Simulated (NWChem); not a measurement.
C₃H₆Cl, doublet; SMILES C[C](C)Cl

```xyz
10

C      0.0186     1.0669    -1.3071
C     -0.1535     0.3859     0.0000
C      0.0186     1.0669     1.3071
Cl     0.0992    -1.3299     0.0000
H      1.0863     1.1512    -1.5949
H     -0.3918     2.0878    -1.2641
H     -0.4897     0.5183    -2.1145
H     -0.4897     0.5183     2.1145
H      1.0863     1.1512     1.5949
H     -0.3918     2.0878     1.2641
```
Atoms are numbered in this order, from 1.

Level: PBE0/def2-SVP, spin-unrestricted (NWChem), optimised geometry, unscaled harmonic frequencies. In the optimisation the excess spin sits in a' (Cs, its own frame).

Problem. List the harmonic frequencies with IR intensities, and the thermochemistry.

Solution. 
```tsv
frequency (cm⁻¹)	IR intensity (km/mol)
149	0.4
159	0.0
262	3.5
341	2.0
349	0.6
648	24.2
938	6.0
941	0.4
966	1.9
1042	1.3
1185	76.6
1292	2.4
1391	5.5
1391	13.3
1429	5.5
1441	19.7
1448	0.0
1456	3.5
2995	22.2
3000	23.5
3103	1.8
3104	18.1
3158	3.2
3160	12.1
```

* **zero-point energy**: 50.5 kcal/mol
* **thermal correction to the enthalpy at 298.15 K (with zero-point energy)**: 54.7 kcal/mol
* **heat capacity Cv**: 18.2 cal/(mol K)
* **entropy at 298.15 K and 1 atm (symmetry number 1, electronic part: spin degeneracy alone)**: 75.9 cal/(mol K)
* **dipole moment**: 1.60 D

Rigid rotor and harmonic oscillator.
